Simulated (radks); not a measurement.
Species: Ca3+. Configuration: [Ne] 3s2 3p4.75 4p0.25 (fractional occupations, a model configuration). Method: scalar-relativistic Kohn-Sham, BLYP, spin-unpolarised, spherical densities, point nucleus; computed with a radial shooting solver on a logarithmic mesh with Libxc functionals.

Normalised radial functions P(r) = r R(r), r in bohr:

```
   r/bohr * 2s, o 3p, + 4p (the largest magnitude, 1.73, reaches the edge; | marks zero, & curves that meet)
 0.002501                             & *
 0.003256                             & *
  0.00424                             &  *
 0.005521                             &   *
  0.00719                             &    *
 0.009362                             &     *
  0.01219                             &       *
  0.01587                             &        *
  0.02067                             +o         *
  0.02691                             +o          *
  0.03505                             |&           *
  0.04527                             |+o          *
  0.05895                             |+ o       *
  0.07676                             | + o  *
  0.09995                             |*+  o
   0.1301                      *      |  +   o
   0.1695             *               |  +    o
   0.2207      *                      |  +    o
   0.2873  *                          | +   o
   0.3741    *                        |+o
   0.4872          *               o+ |
   0.6344                  *o     +   |
    0.826               o        &    |
    1.076              o          +  *|
    1.401                o           +*
    1.824                     o       *    +
    2.375                         o   *        +
    3.092                            o*         +
    4.026                             &       +
    5.243                             &   +
    6.827                             &+
     8.89                             &
```

2s: eigenvalue -452.88 eV, 1 radial node at r = 0.104 bohr, <r> = 0.364 bohr, 90 % of the charge inside 0.567 bohr. 3p: eigenvalue -61.532 eV, 1 radial node at r = 0.417 bohr, <r> = 1.20 bohr, 90 % of the charge inside 1.82 bohr. 4p: eigenvalue -20.391 eV, 2 radial nodes at r = 0.404, 1.45 bohr, <r> = 3.17 bohr, 90 % of the charge inside 4.59 bohr.
